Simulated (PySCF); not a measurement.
A calculated (UHF, PySCF 2.14, aug-cc-pVQZ, no relativity, point nucleus) atom or ion has these occupied shells.

| shell | electrons | orbital energy (eV) | rms radius, mean of both spins (bohr) |
| --- | --- | --- | --- |
| 1s | 2 | -1354.4 | 0.152 |
| 2s | 2 | -122.03 | 0.755 |
| 2p | 6 | -81.842 | 0.767 |

Name the element and its charge.

Mg²⁺ (magnesium, charge +2), in [Ne], closed-shell 1S.
